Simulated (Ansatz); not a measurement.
Basis-set series for CH5AlOS2. The species carries charge 0 and has multiplicity 1. The bonds changed during the relaxation, so this is another structure than the one it started from. All single points use the PBE0-D4/def2-TZVP geometry. It is one conformer, not always the lowest.

Cartesian coordinates in Å:
```
O -0.372 -0.982 1.348
C -0.006 -0.467 0.141
Al 0.598 1.401 -0.120
S -1.513 0.360 -0.808
S 0.506 -1.688 -1.084
H -0.777 -1.852 1.221
H 1.576 1.675 -1.331
H 0.251 2.422 1.040
H -2.064 0.849 0.318
H 1.801 -1.717 -0.724
```

```csv
functional,basis,functions,energy (Eh),HOMO (eV),LUMO (eV)
PBE0-D4,def2-TZVPP,258,-1154.70124,-7.15,-0.80
PBE0-D4,def2-QZVPP,474,-1154.73956,-7.18,-0.90
ωB97M-V,def2-TZVPP,258,-1155.10783,-9.27,1.01
ωB97M-V,def2-QZVPP,474,-1155.14450,-9.31,0.65
```

Give the rows for def2-SVP. (Best estimate.)

The calculation gave: 
```
functional     basis  functions  energy (Eh)  HOMO (eV)  LUMO (eV)
   PBE0-D4  def2-SVP        107  -1154.20273      -7.06      -0.44
   ωB97M-V  def2-SVP        107  -1154.60792      -9.15       1.38
```

Positive LUMOs are unbound and depend on the basis.

All numbers were calculated with Ansatz.
